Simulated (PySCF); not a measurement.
C2H9NSi3.
Atom-mapped SMILES: `[N:1]#[C:2][SiH2:3][SiH2:4][CH2:5][SiH3:6]` (hydrogens: H7, H8 on Si3; H9, H10 on Si4; H11, H12 on C5; H13, H14, H15 on Si6)

Geometry (GFN2-xTB, Å), atoms numbered from 1 in this order:
```
atom  x, y, z in Å
N1     2.825    1.669    0.316
C2     2.312    0.735    0.738
Si3    1.426   -0.794    1.347
Si4   -0.074   -1.468   -0.283
C5    -0.713    0.017   -1.285
Si6   -1.637    1.348   -0.288
H7     2.529   -1.719    1.638
H8     0.860   -0.362    2.630
H9    -1.218   -2.165    0.326
H10    0.549   -2.433   -1.206
H11   -1.367   -0.349   -2.077
H12    0.133    0.491   -1.786
H13   -0.706    1.968    0.656
H14   -2.735    0.715    0.450
H15   -2.188    2.354   -1.198
```

Computed with PySCF, TDDFT CAM-B3LYP/def2-SVPD, vertical, gas phase, core orbitals frozen in the response.

Transition dipole moments from the ground state, in atomic units and in the frame of the coordinates above (overall signs are arbitrary), for the states with f of 0.002 or more among the lowest 7:

```
state  E (eV)      μx      μy      μz
   S1   6.940   0.191   0.080  -0.161
   S2   6.981  -0.053  -0.381   0.037
   S3   7.316  -0.148   0.127   0.117
   S4   7.489   0.356   0.038   0.335
   S5   7.523  -0.379   0.346  -0.245
   S6   7.650  -0.043   0.014  -0.174
   S7   7.806  -0.209   0.268   0.199
```

Question: What oscillator strength does each state have?

Answer: f = (2/3) ΔE |μ|² with ΔE in hartree (27.2114 eV).

| state | \|μ\|² (au) | \|μ\| (D) | f |
| --- | --- | --- | --- |
| S1 | 0.069 | 0.67 | 0.012 |
| S2 | 0.149 | 0.98 | 0.026 |
| S3 | 0.052 | 0.58 | 0.009 |
| S4 | 0.240 | 1.25 | 0.044 |
| S5 | 0.323 | 1.44 | 0.060 |
| S6 | 0.032 | 0.46 | 0.006 |
| S7 | 0.155 | 1.00 | 0.030 |

Question: Which bond between heavy atoms lies closest to the direction of the S5 transition dipole?

Answer: Si4–C5, at 22° from it; next Si3–Si4 at 56°.

Question: What angle do the transition dipoles of S2 and S4 make?

Answer: |cos θ| = |μa·μb| / (|μa| |μb|) = 0.11, so θ ≈ 84° (taken between 0 and 90°, since the signs are arbitrary).

Question: What peak molar absorption coefficient would the strongest computed level give as a lone Gaussian band 0.3 eV wide at half height?

Answer: ε(max) = 2.175×10⁸ f / FWHM, with the width in cm⁻¹. S5: 2.175×10⁸ × 0.0595 / 2420 ≈ 5400 L mol⁻¹ cm⁻¹.

One conformer stands for the species.
